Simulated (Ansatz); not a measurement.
Process, species as SMILES: Fc1ccncn1 [4-fluoropyrimidine] + 10 [H][H] (H2) -> 4 C (CH4) + F (HF) + 2 N (NH3)
Each molecule is optimised on its own at B3LYP-D3(BJ)/def2-TZVP (Ansatz, an electronic-structure program). Unstable Hartree-Fock reference: Fc1ccncn1.

Property: energy of full hydrogenation (electronic energy difference), in kJ/mol. Valence correlation only, unless marked. Spin-orbit coupling is left out. Non-relativistic. Basis-set limits of correlation are two-point, X^-3; Hartree-Fock from the larger set. The bracket is a focal-point correction in the basis named.

| level | program | energy of full hydrogenation (kJ/mol) | minus last row |
|---|---|---|---|
| BHLYP-D3(BJ)/def2-TZVPD | Ansatz + dftd3 | -858.4 | -30.3 |
| MP2/aug-cc-pVTZ | Ansatz | -815.2 | 12.9 |
| CCSD/aug-cc-pVTZ | Ansatz | -875.1 | -47.0 |
| CCSD(T) with core electrons/cc-pwCVTZ | Ansatz | -812.0 | 16.1 |
| RI-MP2/CBS(aug-cc-pVTZ,aug-cc-pVQZ)+[CCSD(T)-MP2]/aug-cc-pVDZ | Ansatz | -824.1 | 4.0 |
| RI-MP2/CBS(cc-pVTZ,cc-pVQZ)+[CCSD(T)-MP2]/cc-pVDZ | Ansatz | -827.4 | 0.7 |
| CCSD(T)/CBS(cc-pVTZ,cc-pVQZ) | Ansatz | -828.1 | 0.0 |
